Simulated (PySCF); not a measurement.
## Spectroscopy problems

PySCF 2.14.0 with density-fitted response routines calculation with GIAO PBE0/pcSseg-1 shieldings and GFN2-xTB structure; averaged over atoms made equivalent by symmetry, fast rotation or ring inversion, in vacuum, no relativistic terms, one computed conformer.

Chemical shifts δ = σref − σ; 1H (σref 31.72), 13C (σref 186.93) vs TMS, all at this level. Where no couplings were computed, multiplicities follow the n + 1 count of equivalent neighbours, and m marks all less simple cases (inequivalent or close neighbours, rings, F or P nearby). Shifts are as computed. Against solution values, carbons near 30 ppm lie about +3 ppm off and those near 130 ppm about +5 ppm; carbons on Cl a further +6 ppm. Of 1211 compounds with measured shifts, 218 miss one by over three times the rms of a fit or turn the order of signals round; such compounds aren't used in these exercises. Carbons bonded to Cl come out too deshielded.

Task: C₇H₉N₃Si. 1H NMR (400 MHz, computed): δ 8.02 (d, 1H), 7.49 (m, 1H), 7.07 (d, 1H), 4.84 (s, 3H), 3.08 (s, 3H). 13C{1H} NMR (computed): δ 147.2, 141.3, 130.2, 130.0, 121.4, 118.0, 21.0. What is it?

Result: SMILES c1([SiH3])c2cccc(C)n2nn1. Rings plus π bonds: 6 (2 rings in the answer). 7 carbon signals for 7 carbons: no two carbons are equivalent. Carbon types of the structure: 3 × C, 3 × CH, 1 × CH3, leaving 3 H on heteroatoms. δC 147.2: ring-fusion aromatic carbon. δC 141.3, 130.2: substituted aromatic carbon next to a ring nitrogen. δC 130.0, 121.4, 118.0: aromatic CH. δC 21.0: methyl carbon on an aromatic ring; saturated and bonded to C and H only.

The shifts were computed for this structure.

Task: C₄H₉ClO₃Si. 1H NMR (500 MHz, computed): δ 4.92 (t, 2H), 4.28 (s, 2H), 3.74 (s, 3H), 3.35 (t, 2H). 13C{1H} NMR (computed): δ 177.9, 73.2, 59.8, 32.1. Give a structure.

Result: SMILES C(OC)C(=O)O[SiH2]CCl. The formula gives 1 degree of unsaturation (no ring in the answer). 4 carbon signals for 4 carbons: no two carbons are equivalent. Carbon types of the structure: 1 × C, 2 × CH2, 1 × CH3, leaving 2 H on heteroatoms. δC 177.9: carbonyl carbon. δC 73.2: sp3 CH2 bonded to O, α to a carbonyl; the inductive effect lowers its shielding. δC 59.8: methyl carbon bonded to O; the inductive effect lowers its shielding. δH 3.74: hydrogen on a methyl carbon bonded to O; its carbon carries O, an electronegative neighbour.

The data come from this structure; uniqueness wasn't tested.
